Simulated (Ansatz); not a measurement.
`[SnH3][I]` and `[GeH3][I]` differ in one element.

Ansatz, PBE0-D4/def2-TZVP geometries, multiplicity 1. 

Elements past krypton have def2 core potentials. Outer-core shells of Ge, I, Sn are correlated without core-valence functions. Scalar relativity is left out up to krypton. Spin–orbit coupling is left out.

```json
{"property": "size of the dipole moment (PBE/def2-TZVPP) / D", "`[SnH3][I]`": "1.82"}
{"property": "HOMO energy (B3LYP/def2-TZVPP) / eV", "`[SnH3][I]`": "-7.29"}
{"property": "vertical ionisation energy (CCSD(T)/def2-TZVPP) / eV", "`[SnH3][I]`": "9.66"}
{"property": "HOMO–LUMO gap (PBE0/def2-TZVPP) / eV", "`[SnH3][I]`": "6.17"}
{"property": "ideal-gas entropy at 298 K and 1 bar (rigid rotor, harmonic PBE0-D4/def2-TZVP) / J/(mol·K)", "`[SnH3][I]`": "296"}
{"property": "HOMO–LUMO gap (ωB97M-V/def2-TZVPP) / eV", "`[SnH3][I]`": "9.98"}
```

Task: Give the same properties after the change, and the shifts. (Estimate.)

Result: Computed: 
```tsv
property	`[GeH3][I]`	shift
size of the dipole moment (PBE/def2-TZVPP) / D	1.48	-0.34
HOMO energy (B3LYP/def2-TZVPP) / eV	-7.34	-0.05
vertical ionisation energy (CCSD(T)/def2-TZVPP) / eV	9.79	0.13
HOMO–LUMO gap (PBE0/def2-TZVPP) / eV	6.52	0.35
ideal-gas entropy at 298 K and 1 bar (rigid rotor, harmonic PBE0-D4/def2-TZVP) / J/(mol·K)	284	-12
HOMO–LUMO gap (ωB97M-V/def2-TZVPP) / eV	10.47	0.49
```

With PBE0 the HOMO falls by 0.05 eV and the LUMO rises by 0.30 eV, so the gap widens by about 0.35 eV. PBE moves the HOMO by -0.04 eV and ωB97M-V by -0.05 eV. Dipoles are sizes alone; their direction can turn.

B3LYP here is the variant with VWN-RPA as its local correlation; programs differ in this.
